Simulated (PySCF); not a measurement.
## Radial density of Sn²⁺ (tin, charge +2)

UHF, [Kr] 4d10 5s2, closed-shell 1S. Calculation: PySCF 2.14, in def2-SVP with the def2 core potential (28 electrons) (4s4p2d, 26 functions); scalar relativity through the core potential. This is the valence pseudo-density: the core potential removes the inner electrons and smooths the orbitals near the nucleus.

| r (bohr) | 4πr²ρ (e/bohr) |
| --- | --- |
| 0.00826 | 2.301e-05 |
| 0.0139 | 6.148e-05 |
| 0.0234 | 0.0001493 |
| 0.0393 | 0.0002964 |
| 0.0661 | 0.0006086 |
| 0.111 | 0.004118 |
| 0.187 | 0.05413 |
| 0.315 | 0.9665 |
| 0.529 | 11.58 |
| 0.890 | 21.88 |
| 1.50 | 6.244 |
| 2.52 | 1.157 |
| 4.23 | 0.07273 |
| 7.12 | 0.0003160 |

Energies and moments cover only the electrons outside the core potential.
